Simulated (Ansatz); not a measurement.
`C[O][Al]([F])[SiH3]` + HBr → `C[O][Al]([F])[Br]` + SiH₄ at 400 K and 1 bar (cleavage of the Al–Si bond).

Gas-phase electronic energies from Ansatz, PBE0-D4/def2-TZVP geometries. CCSD(T)/CBS is the MP2 limit (def2-TZVPP, def2-QZVPP) plus CCSD(T) − MP2 in def2-TZVPP, frozen cores. This one scheme is used for every species. For Br outer-core shells are correlated without core-valence functions, which leaves a few kJ/mol of doubt a bond. Scalar relativity is left out up to krypton. Each species was taken in one conformer, which may not be the lowest.

```
              species  CCSD(T)/CBS energy (Eh)  H − E (kJ/mol)  S (J/(mol·K))
`C[O][Al]([F])[SiH3]`               -747.83712           221.2          435.9
                  HBr              -2573.91920            27.6          207.2
  `C[O][Al]([F])[Br]`              -3030.35080           153.0          398.4
                 SiH₄               -291.46306            96.9          218.6
```

H − E and S are ideal-gas, rigid-rotor, harmonic terms from PBE0-D4/def2-TZVP, for one conformer and one mirror image of each species. 1 Eh = 2625.50 kJ/mol, R = 8.31446 J/(mol·K).

Q: By hand: ΔE, ΔH, ΔS and ΔG.

A: ΔE = (-3030.35080) + (-291.46306) − (-747.83712) − (-2573.91920) = -0.05754 Eh = -151.1 kJ/mol. Δ(H − E) = 153.0 + 96.9 − 221.2 − 27.6 = 1.1, so ΔH = -150.0 kJ/mol. ΔS = 398.4 + 218.6 − 435.9 − 207.2 = -26.1 J/(mol·K). ΔG = -150.0 − 400 × (-26.1)/1000 = -139.6 kJ/mol.

Q: By hand: the equilibrium constant, and the temperature at which ΔG would vanish if ΔH and ΔS stayed fixed.

A: log₁₀ K = −ΔG/(RT ln 10) = 18.2. ΔG = 0 at ΔH/ΔS = 5747 K, far beyond where these terms or the molecules hold.

ΔH outweighs TΔS. A doubt of 5 kJ/mol in ΔE shifts log₁₀ K by 0.7 here. Other conformers and mirror images would add mixing entropy, several J/(mol·K) or more a flexible species. Modes under 60 cm⁻¹, often nearly free rotors, make the harmonic entropy too high. These are equilibria of isolated gas molecules and say nothing of rates. Largest T1 diagnostic: 0.013 (customary marks: 0.02 for closed shells, 0.045 for open ones).
